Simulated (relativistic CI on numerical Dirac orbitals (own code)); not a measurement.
**d1 to d9 in one octahedral field**

Computed with a parametric ligand-field model without spin-orbit coupling, by exact diagonalisation: B = 910, C = 4210, 10Dq = 19200 cm⁻¹ (Oh; |10Dq|/B = 21.1) for every shell. Energies in cm⁻¹; the field energy is (0.6 n_e − 0.4 n_t2) × 10Dq of the ground term; g labels are left out.

```tsv
Shell	Ground term	Electrons in e	Field energy	First spin-allowed bands	Lowest term of other spin
d1	2T2	0.000	-7680	2E 19200	
d2	3T1	0.036	-14677	3T2 17518, 3T1 29487	1T2 14400
d3	4A2	0.000	-23040	4T2 19200, 4T1 27872	2E 19238
d4	5E	1.000	-11520	5T2 19200	3T1 5475
d5	6A1	2.000	0	none	2T2 13854
d6	1A1	0.072	-44690	1T1 16808, 1T2 27189	5T2 3028
d7	?	?	?	?	?
d8	3A2	2.000	-23040	3T2 19200, 3T1 27872	1E 15449
d9	2E	3.000	-11520	2T2 19200
```

Fill in the row of d7.

Ground term: 4T1; Electrons in e: 2.036; Field energy: -14677; First spin-allowed bands: 4T2 17518, 4T1 29487; Lowest term of other spin: 2E 502. Low spin: d6; the other shells keep the spin of the free ion. Only d4 to d7 can choose; the field needed to pair spins is smallest for d6 and largest for d5, which loses most exchange energy. In the strong-field picture 10Dq must exceed about 6B + 5C = 26510 (d4), 7.5B + 5C = 27875 (d5), 2.5B + 4C = 19115 (d6) and 4B + 4C = 20480 (d7); mixing of terms shifts these bounds somewhat.
